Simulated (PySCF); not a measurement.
**Radial density of Fe (iron, neutral)**

r2SCAN, [Ar] 3d6 4s2, high-spin 5D determinant. Calculation: PySCF 2.14, in Sapporo-DKH3-DZP-2012 (6s4p3d1f, 40 functions); scalar relativity by spin-free X2C-1e.

```tsv
r (bohr)	4πr²ρ (e/bohr)	4πr²(ρα − ρβ)
0.00122	0.3047	0.0001
0.00205	0.7647	0.0002
0.00346	1.879	0.0004
0.00581	4.395	0.0009
0.00978	9.593	0.0018
0.0164	18.41	0.0034
0.0277	28.29	0.0046
0.0465	30.88	0.0040
0.0783	24.76	0.0089
0.132	29.47	0.0711
0.221	32.97	0.4186
0.372	14.71	1.6562
0.626	16.34	3.2513
1.05	10.50	2.5207
1.77	2.402	0.9061
2.98	0.8270	0.2145
5.01	0.1344	0.0061
8.43	0.003542	-0.0008
```

Densities and radii are taken from the X2C orbitals without a picture-change correction, which distorts them close to the nucleus.

⟨L²⟩ = 7.85 against 6 for a pure D term, so this real determinant mixes terms. The s, p, d and f populations moved away from the nominal configuration during the SCF.
